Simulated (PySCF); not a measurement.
# Stretching YbC

Set-up: Yb x2c-TZVPall, C x2c-TZVPall; spin-free X2C with a Gaussian nucleus (PySCF 2.14). Energies in eV from Yb (4f14 6s2) + C in their ground configurations at the same level. State: Ms = 1 determinant of mixed spin, about 14.0 electrons in the 4f shell (Mulliken).

All columns are PBE0. A positive dipole means Yb(−)C(+).

```csv
R (Å),E (eV),μ (D),Mulliken charge on Yb (basis-dependent),HOMO (eV),LUMO (eV),Mayer bond order,⟨S²⟩
1.991,-1.674,-2.82,0.48,-4.25,-2.15,1.34,2.80
2.083,-1.964,-3.10,0.49,-4.31,-2.17,1.21,2.79
2.176,-2.130,-3.42,0.50,-4.38,-2.20,1.11,2.78
2.245,-2.190,-3.68,0.50,-4.44,-2.23,1.06,2.77
2.315,-2.207,-3.95,0.50,-4.50,-2.27,1.02,2.77
2.385,-2.189,-4.21,0.51,-4.56,-2.31,0.98,2.76
2.477,-2.125,-4.57,0.51,-4.65,-2.38,0.94,2.75
2.593,-2.000,-4.99,0.52,-4.75,-2.46,0.89,2.74
2.732,-1.812,-5.44,0.52,-4.86,-2.56,0.85,2.71
2.917,-1.541,-5.90,0.51,-4.98,-2.68,0.80,2.66
```

A fit through these points gives, at Re = 2.311 Å, μ = -3.93 D and dμ/dR = -3.87 D/Å; the reduced mass is 11.23 u.

**Question.** How strong is the fundamental in the double-harmonic approximation, I = 42.26·(dμ/dR)²/μred km/mol?

**Answer.** I = 42.26·(-3.87)²/11.23 = 56.4 km/mol at PBE0.

These are scalar-relativistic numbers at best; spin–orbit coupling would shift them, the dissociation energy most. The state is the lowest single determinant that the PBE0 search found; with open d or f shells the true ground state can be another one.
